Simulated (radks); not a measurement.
Values are calculated unless marked as measured or tabulated.
Problem. Valence configurations of W2+ (all share [Xe]). Code: a radial shooting solver on a logarithmic mesh with Libxc functionals. Model: scalar-relativistic Kohn-Sham, PBEsol, spin-unpolarised, spherical densities, finite nucleus; Fermi nuclear charge, rms radius 5.3658 fm. Order these by energy: 4f13.5 5d4.5; 4f13.5 5d4 6s0.5; 4f12 5d6; 4f13 5d4 6s1; 4f14 5d3 6s1; 4f13 5d3 6s1 6p1; 4f14 5d4; 4f14 5d3 6p1; 4f11.5 5d6 6s0.5; 4f12 5d3 6p3.

Solution. From the lowest, in eV above it: 4f14 5d4 0.000; 4f14 5d3 6s1 1.072; 4f14 5d3 6p1 7.815; 4f13.5 5d4.5 15.699; 4f13.5 5d4 6s0.5 16.390; 4f13 5d4 6s1 35.497; 4f13 5d3 6s1 6p1 45.985; 4f12 5d6 74.803; 4f11.5 5d6 6s0.5 100.48; 4f12 5d3 6p3 112.22. NIST lists [Xe] 4f14 5d4 as the ground configuration; this level of theory agrees among the configurations tried. The energies are those of spherical spin-averaged densities, not of single terms.
